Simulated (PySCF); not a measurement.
## Electric field gradients and quadrupole coupling constants

C4H4F3N.
Cartesian coordinates in Å at the GFN2-xTB level; atoms count from 1:
```
atom  x, y, z in Å
C1     2.5221    0.5704    0.1097
C2     1.4860   -0.2497   -0.0343
N3     0.2098    0.2592    0.0401
C4    -0.7987   -0.4831   -0.0893
C5    -2.1787    0.1083    0.0008
F6    -2.1917    1.4237    0.1983
F7    -2.8799   -0.4506    1.0054
F8    -2.8828   -0.1317   -1.1213
H9     2.3609    1.6203    0.2823
H10    3.5362    0.2165    0.0596
H11    1.6089   -1.3187   -0.2101
H12   -0.7911   -1.5653   -0.2672
```

Field gradients from the B3LYP/pcJ-1 density (PySCF, non-relativistic), principal values in atomic units, ordered |Vxx| ≤ |Vyy| ≤ |Vzz|:

| atom | Vxx | Vyy | Vzz |
| --- | --- | --- | --- |
| N3 | 0.2900 | 0.9388 | -1.2288 |

Problem. Find the asymmetry η = (Vxx − Vyy)/Vzz and the couplings χ = eQV/h (234.96 MHz × Q in barn × V in au), with Q(14N) = 0.02044 b.

Solution. 
| atom | environment | nucleus | η | χzz (MHz) | χxx (MHz) | χyy (MHz) |
| --- | --- | --- | --- | --- | --- | --- |
| N3 | imine nitrogen | 14N | 0.53 | -5.90 | 1.39 | 4.51 |

The tensor is traceless: Vxx + Vyy + Vzz = 0.

Problem. What is Vzz at N3 in SI units (1 au = 9.71736 × 10²¹ V/m²)?

Solution. -1.2288 au = -11.940 × 10²¹ V/m².

Problem. And the gradient at the other heavy atoms, for which no coupling is worked out here?

Solution. 
| atom | environment | Vzz (au) | η |
| --- | --- | --- | --- |
| C1 | terminal =CH2 carbon | 0.382 | 0.24 |
| C2 | vinylic carbon bearing nitrogen | -0.294 | 0.35 |
| C4 | imine carbon | 0.249 | 0.33 |
| C5 | CF3 carbon | -0.437 | 0.03 |
| F6 | fluorine of a CF3 group | 2.912 | 0.05 |
| F7 | fluorine of a CF3 group | 2.843 | 0.03 |
| F8 | fluorine of a CF3 group | 2.843 | 0.03 |

Problem. What couplings would deuterons (Q(2H) = 0.00286 b) have in place of the hydrogens, at this geometry?

Solution. 
```
atom  bonded to  bond length (Å)  Vzz (au)     η  χzz (kHz)
  H9         C1            1.076    0.3220  0.04        216
 H10         C1            1.075    0.3257  0.04        219
 H11         C2            1.090    0.2933  0.11        197
 H12         C4            1.097    0.2776  0.10        187
```

One conformer (not necessarily the lowest) at the GFN2-xTB geometry, without solvent, vibrations or thermal averaging. GFN2-xTB bond lengths can be off by several hundredths of an ångström, more for odd bonds, and the gradients follow them. The small basis limits the accuracy of the gradients.

The run behind these numbers computed spin–spin couplings as well. Hardware: an x86-64 server with one thread, shared host. Cost: 2.0 min.
